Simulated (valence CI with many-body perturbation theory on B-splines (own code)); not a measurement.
# Valence orbitals of Ce⁴⁵⁺

Method: valence CI with perturbative core correlation (CI+MBPT): three valence electrons over a frozen Dirac-Fock core [Ne], a basis of 11 s, 11 p, 10 d, 8 f, 5 g, 2 h functions for each j, with the one-electron correlation potential Σ1, the two-electron term Σ2, the three-electron term Σ3, Breit, model QED; selected CI, second order for the rest, scaled by the run's own slope (own B-spline code, finite nucleus).

No measured spectrum was set against this ion. As an estimate, large intervals hold to a few tenths of a per cent, small ones and those within an open d or f shell to about a per cent.

These are the spectroscopic orbitals of the CI (the correlating ones are not listed), shaped by the core and the other valence electrons. h is the expectation value of the core's Dirac-Fock operator, without the valence repulsion; Σ1 is computed up to l = 3 at one energy for each symmetry, that of its lowest orbital but kept below the first core excitation, so for empty shells it is not the orbital's own correlation shift; Breit and QED include the response of the core.

| Orbital | h (hartree) | Σ1 (cm⁻¹) | Breit (cm⁻¹) | QED (cm⁻¹) | ⟨r⟩ (bohr) |
| --- | --- | --- | --- | --- | --- |
| 3s1/2 | -145.78 | -6813 | 19789 | 15609 | 0.2500 |
| 4s1/2 | -79.33 | -2301 | 7731 | 6285 | 0.4613 |
| 5s1/2 | -49.782 | -1055 | 3705 | 3076 | 0.7398 |
| 6s1/2 | -34.123 | -577 | 2077 | 1735 | 1.083 |
| 7s1/2 | -24.837 | -351 | 1280 | 1074 | 1.491 |
| 8s1/2 | -18.883 | -230 | 845 | 710 | 1.964 |
| 3p1/2 | -141.69 | -8770 | 33119 | 72.7 | 0.2366 |
| 4p1/2 | -77.626 | -2896 | 12962 | 41.3 | 0.4521 |
| 5p1/2 | -48.927 | -1337 | 6332 | 23.0 | 0.7333 |
| 6p1/2 | -33.635 | -733 | 3572 | 13.8 | 1.079 |
| 7p1/2 | -24.533 | -447 | 2211 | 8.8 | 1.491 |
| 8p1/2 | -18.681 | -293 | 1464 | 6.0 | 1.967 |
| 3p3/2 | -137.23 | -7934 | 19557 | 1610 | 0.2453 |
| 4p3/2 | -75.811 | -2693 | 7598 | 653 | 0.4637 |
| 5p3/2 | -48.015 | -1257 | 3944 | 326 | 0.7478 |
| 6p3/2 | -33.114 | -694 | 2227 | 186 | 1.097 |
| 7p3/2 | -24.208 | -425 | 1381 | 116 | 1.511 |
| 8p3/2 | -18.465 | -279 | 915 | 77.2 | 1.990 |
| 3d3/2 | -132.11 | -9672 | 15270 | -523 | 0.2113 |
| 4d3/2 | -73.859 | -2707 | 5509 | -178 | 0.4345 |
| 5d3/2 | -47.058 | -1207 | 2623 | -83.3 | 0.7225 |
| 6d3/2 | -32.573 | -655 | 1463 | -46.0 | 1.075 |
| 7d3/2 | -23.872 | -398 | 901 | -28.2 | 1.493 |
| 3d5/2 | -131.08 | -8930 | 7296 | 73.2 | 0.2140 |
| 4d5/2 | -73.414 | -2491 | 2608 | 65.4 | 0.4378 |
| 5d5/2 | -46.829 | -1112 | 1267 | 39.3 | 0.7265 |
| 6d5/2 | -32.44 | -604 | 709 | 24.3 | 1.080 |
| 7d5/2 | -23.789 | -367 | 438 | 15.8 | 1.499 |
| 4f5/2 | -72.369 | -2388 | 546 | -79.3 | 0.3825 |
| 5f5/2 | -46.311 | -1157 | 373 | -42.9 | 0.6737 |
| 6f5/2 | -32.146 | -651 | 235 | -25.4 | 1.030 |
| 7f5/2 | -23.605 | -403 | 156 | -16.2 | 1.451 |
| 4f7/2 | -72.181 | -2306 | 141 | 28.4 | 0.3841 |
| 5f7/2 | -46.214 | -1114 | 95.6 | 12.2 | 0.6755 |
| 6f7/2 | -32.09 | -626 | 58.4 | 6.5 | 1.032 |
| 7f7/2 | -23.57 | -387 | 38.9 | 3.9 | 1.453 |
| 5g7/2 | -46.126 |  | 12.6 | -18.0 | 0.5938 |
| 6g7/2 | -32.036 |  | 12.4 | -10.7 | 0.9508 |
| 7g7/2 | -23.535 |  | 9.8 | -6.8 | 1.373 |
| 5g9/2 | -46.07 |  | 1.9 | 13.3 | 0.5950 |
| 6g9/2 | -32.004 |  | 1.9 | 7.5 | 0.9521 |
| 7g9/2 | -23.515 |  | 1.4 | 4.7 | 1.375 |
| 6h9/2 | -31.994 |  |  |  | 0.8454 |
| 6h11/2 | -31.972 |  |  |  | 0.8464 |

Among the shells of the start configuration 3s2 3p1, Σ1 is largest in size for 3p1/2, where it is 0.028 % of h.

Lowest root of each symmetry, sizes in configuration state functions:

```csv
J,Parity,Roots,Reference,Variational,Second order,Change by selected CI (cm⁻¹),Change by second order (cm⁻¹)
1/2,even,17,93,11111,9334,-3691,0
3/2,even,24,147,16898,22133,-2030,0
5/2,even,22,153,18929,24620,-3046,-1
7/2,even,12,113,16206,25094,-4587,-2
9/2,even,8,71,13230,22954,-4954,-2
11/2,even,2,28,7317,20827,-10813,-3
1/2,odd,17,90,10632,10706,-3855,0
3/2,odd,25,146,16612,22466,-3654,0
5/2,odd,20,146,17750,28159,-3555,-1
7/2,odd,14,114,16652,27581,-4002,-1
9/2,odd,7,65,12158,20369,-2432,-1
11/2,odd,3,30,9104,19126,-5107,-2
```
